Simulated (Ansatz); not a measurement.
```yaml
crystal:
  periodic: [false, false, false]
  atoms:
    - {symbol: Zr, position_ang: [0.000031, -0.000018, 0.000028]}
    - {symbol: O, position_ang: [-0.440909, 0.221104, 1.874481]}
    - {symbol: H, position_ang: [-0.665173, 0.328209, 2.806153]}
    - {symbol: O, position_ang: [1.911236, 0.211620, -0.243630]}
    - {symbol: H, position_ang: [2.861545, 0.321704, -0.364169]}
    - {symbol: O, position_ang: [-0.936746, 1.336413, -1.045576]}
    - {symbol: H, position_ang: [-1.399262, 2.000954, -1.569233]}
    - {symbol: O, position_ang: [-0.533649, -1.769094, -0.585168]}
    - {symbol: H, position_ang: [-0.797072, -2.650902, -0.872876]}
basis:
  gaussian: {orbitals: def2-SVPD}
hamiltonian: {xc: {name: wB97X}}
scf: {omitted_lower_state_checks: [starts]}
output: {forces: true}
```

```sh
$ ansatz run in.yaml --threads 4 --pin off --events-out ev --progress --plain --max-ram 3916MiB
```

Output, abridged:

```
Functional definition: wB97X
1318 factors; their error is unknown
486 factors; integrals over basis functions are off by at most 4.4e-6 eV
mean field evaluation 1: about -9515.8501 eV, gradient 1.0e2 eV
mean field evaluation 2: about -9503.6311 eV, gradient 1.3e2 eV
mean field evaluation 4: about -9533.1922 eV, gradient 1.9e0 eV
mean field evaluation 8: about -9533.1972 eV, gradient 2.3e-2 eV
mean field evaluation 16: about -9533.2180 eV, gradient 6.8e-5 eV
mean field -9533.21797989 eV, -350.3392989136 hartree, gradient 6.8e-5 eV, S^2 0.000000; 0 other end points of the search recorded, 0 dependent functions left out
reference -9533.21793243 eV, -350.3392971697 hartree; 24, 24 occupied and 134, 134 virtual orbitals, 1318 factors
Total energy: -9533.21793243 eV, -350.3392971697 hartree
Atom 0 at     0.000031    -0.000018     0.000028 Å, force    -0.000637     0.000202     0.000032 eV/Å
Atom 1 at    -0.440909     0.221104     1.874481 Å, force    -0.169013     0.079933     0.700512 eV/Å
Atom 2 at    -0.665173     0.328209     2.806153 Å, force     0.162835    -0.076709    -0.673041 eV/Å
Atom 3 at     1.911236     0.211620    -0.243630 Å, force     0.713582     0.083483    -0.090141 eV/Å
Atom 4 at     2.861545     0.321704    -0.364169 Å, force    -0.685317    -0.080246     0.087118 eV/Å
Atom 5 at    -0.936746     1.336413    -1.045576 Å, force    -0.346835     0.498934    -0.394199 eV/Å
Atom 6 at    -1.399262     2.000954    -1.569233 Å, force     0.333080    -0.479773     0.378497 eV/Å
Atom 7 at    -0.533649    -1.769094    -0.585168 Å, force    -0.197634    -0.662615    -0.215682 eV/Å
Atom 8 at    -0.797072    -2.650902    -0.872876 Å, force     0.189939     0.636792     0.206904 eV/Å
Dipole moment:     0.000115    -0.000065    -0.000083 e Å
Checks for a lower state left out: starts
```

Hardware: 4 threads of Arm Neoverse V2 on a shared host. Wall time 6 s.

In the def2 sets Zr takes a core potential; there is no spin–orbit coupling.
